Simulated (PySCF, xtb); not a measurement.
InCl2, SMILES [Cl][In+][Cl], charge +1.

Harmonic wavenumbers (cm⁻¹) from GFN2-xTB (xtb) at its own minimum, in rising order: 73, 73, 250, 334.

What does r2SCAN-D4/def2-TZVP in PySCF 2.14.0 give at its own minimum? (Estimate from the structure and the level; the computed values follow.)

92, 92, 382, 500. Paired by order, the mean absolute difference is 84 cm⁻¹ and the zero-point energies are 1.0 and 1.5 kcal/mol.
